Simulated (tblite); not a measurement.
Isomers of C7H12OSi. Level: GFN2-xTB in tblite, geometry and Hessian alike; calculated harmonic values, unscaled, isolated species. Against measured fundamentals such values can be off by several per cent, at times by over 20. Modes of hydrogen on silicon can be 10 to 20 % off. One conformer each.

Electronic energies: GFN2-xTB at the same geometries; isomer energies are rough at this level and their order can be wrong.

```json
{"SMILES": "OCC1=C[SiH2][C@H]2C[C@@H]1C2", "electronic energy, lowest = 0 (kcal/mol)": "13.2"}
{"SMILES": "CCC1=C[Si@H](C)C=CO1", "electronic energy, lowest = 0 (kcal/mol)": "11.2"}
{"SMILES": "C=C[C@@H]1C[C@H](C=O)C[SiH2]1", "electronic energy, lowest = 0 (kcal/mol)": "16.9"}
{"SMILES": "C#C[C@@](C)(C=O)C[SiH2]C", "electronic energy, lowest = 0 (kcal/mol)": "46.1"}
{"SMILES": "CCCC1=CC(=O)[SiH2]C1", "electronic energy, lowest = 0 (kcal/mol)": "6.7"}
{"SMILES": "C#C/C(=C/O[SiH3])CCC", "electronic energy, lowest = 0 (kcal/mol)": "0.0"}
{"SMILES": "CC(C)OC1=CC=C[SiH2]1", "electronic energy, lowest = 0 (kcal/mol)": "16.7"}
{"SMILES": "C[C@@H]1C[Si@@H](CC2=CC2)O1", "electronic energy, lowest = 0 (kcal/mol)": "29.3"}
```

How do GFN2-xTB zero-point energies change the relative energies?

```tsv
SMILES	ZPE (kcal/mol)	of it from modes above 1550 cm⁻¹	electronic (kcal/mol)	with ZPE, lowest = 0 (kcal/mol)	lowest mode (cm⁻¹)	rings
C#C/C(=C/O[SiH3])CCC	102.0	54.6	0.0	0.0	23	0
CCCC1=CC(=O)[SiH2]C1	105.3	54.2	6.7	10.0	27	1
CCC1=C[Si@H](C)C=CO1	106.0	55.5	11.2	15.2	38	1
OCC1=C[SiH2][C@H]2C[C@@H]1C2	106.6	52.0	13.2	17.7	60	3
CC(C)OC1=CC=C[SiH2]1	104.6	52.1	16.7	19.2	55	1
C=C[C@@H]1C[C@H](C=O)C[SiH2]1	105.0	54.2	16.9	19.8	40	1
C[C@@H]1C[Si@@H](CC2=CC2)O1	106.0	53.5	29.3	33.2	32	2
C#C[C@@](C)(C=O)C[SiH2]C	101.9	55.5	46.1	46.0	48	0
```

The zero-point energies span 4.7 kcal/mol, from `C#C[C@@](C)(C=O)C[SiH2]C` to `OCC1=C[SiH2][C@H]2C[C@@H]1C2`. The order is unchanged.

What do entropy and thermal enthalpy add at 298.15 K and 1 bar (rigid rotor, harmonic oscillator, one conformer each)?

```csv
SMILES,point group,symmetry number,S (cal/(mol K)),H − H(0) (kcal/mol),ZPE + H − H(0) − TS (kcal/mol)
CCCC1=CC(=O)[SiH2]C1,C1,1,104.0,7.39,81.7
CCC1=C[Si@H](C)C=CO1,C1,1,103.5,7.53,82.7
OCC1=C[SiH2][C@H]2C[C@@H]1C2,C1,1,93.4,6.42,85.1
CC(C)OC1=CC=C[SiH2]1,C1,1,100.8,7.36,81.9
C=C[C@@H]1C[C@H](C=O)C[SiH2]1,C1,1,99.8,7.07,82.3
C[C@@H]1C[Si@@H](CC2=CC2)O1,C1,1,105.0,7.44,82.1
C#C[C@@](C)(C=O)C[SiH2]C,C1,1,109.4,8.48,77.8
```

Not tabulated: `C#C/C(=C/O[SiH3])CCC` (lowest mode only 23 cm⁻¹).
